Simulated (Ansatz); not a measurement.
Si(H)2(Me)2 (C2H8Si), SMILES [SiH2](C)C.

The structure is a stationary point at r2SCAN-D4/def2-SVP. The isomer is the one that the SMILES or the coordinates give; other isomers of the formula were not compared.

Two levels are set side by side: PBE/def2-SVPD (Ansatz, a quantum-chemistry and plane-wave program) and PBE0/def2-SVPD (Ansatz). Energy differences of separate SCF runs at the same geometry; the states with an electron removed or added have multiplicity 2 and 2. Differences are taken from unrounded values.

```csv
quantity,PBE0
vertical ionisation energy (eV),10.96
vertical singlet–triplet gap (eV),8.02
```

What does PBE give, and how far is it from PBE0? (An estimate is asked for; the answer gives what the named calculation found.)


| quantity | PBE | PBE minus PBE0 |
|---|---|---|
| vertical ionisation energy (eV) | 10.62 | -0.35 |
| vertical singlet–triplet gap (eV) | 7.50 | -0.52 |
